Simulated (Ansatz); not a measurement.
Consider the ligand exchange at the Sn–O bond: `[OH][SnH]([Cl])[Cl]` + H–F → `[F][SnH]([Cl])[Cl]` + H₂O.

Program: Ansatz. Geometries: PBE0-D4/def2-TZVP. ΔE: electronic, gas phase. CCSD(T)/CBS is the MP2 limit (def2-TZVPP, def2-QZVPP) plus CCSD(T) − MP2 in def2-TZVPP, frozen cores. This one scheme is used for every species. Functionals use def2-TZVPP. def2 core potentials past Kr. For Sn outer-core shells are correlated without core-valence functions, which leaves a few kJ/mol of doubt a bond. Each species was taken in one conformer, which may not be the lowest.

`[OH][SnH]([Cl])[Cl]`:

Z-matrix (Å, degrees):
```
Sn
Cl 1 2.310
Cl 1 2.310 2 105.9
O 1 1.938 2 108.3 3 -116.0
H 1 1.688 2 112.4 3 123.2
H 4 0.961 1 113.7 2 57.7
```

H–F:

Z-matrix (Å, degrees):
```
F
H 1 0.920
```

`[F][SnH]([Cl])[Cl]`:

```xyz
5

F    -1.087    1.349   -0.737
Sn   -0.122   -0.091    0.041
Cl    1.290   -0.841   -1.603
Cl    1.131    0.845    1.717
H    -1.212   -1.263    0.583
```

H₂O:

```xyz
3

O     0.202    0.154   -0.295
H    -0.178   -0.726   -0.243
H    -0.023    0.572    0.539
```

```csv
level,ΔE (kJ/mol)
PBE,-28.4
CCSD/def2-TZVPP,-22.2
```

Question: What does CCSD(T)/CBS give? (Best estimate.)

Answer: Computed: -23.3 kJ/mol. The listed levels differ from it by -5.1, 1.1 kJ/mol.

Largest T1 diagnostic among the species: 0.012.

Leaving LDA and LC-ωPBE aside and taking each functional with its dispersion term where it has one, the values, not all of them listed here, spread over 10.7 kJ/mol, from B97M-V to PBE-QIDH. LDA lies +6.0 kJ/mol from PBE without D4. At CCSD(T), def2-SVP lies −5.2 kJ/mol from the extrapolated value and def2-TZVPP +2.6 kJ/mol.
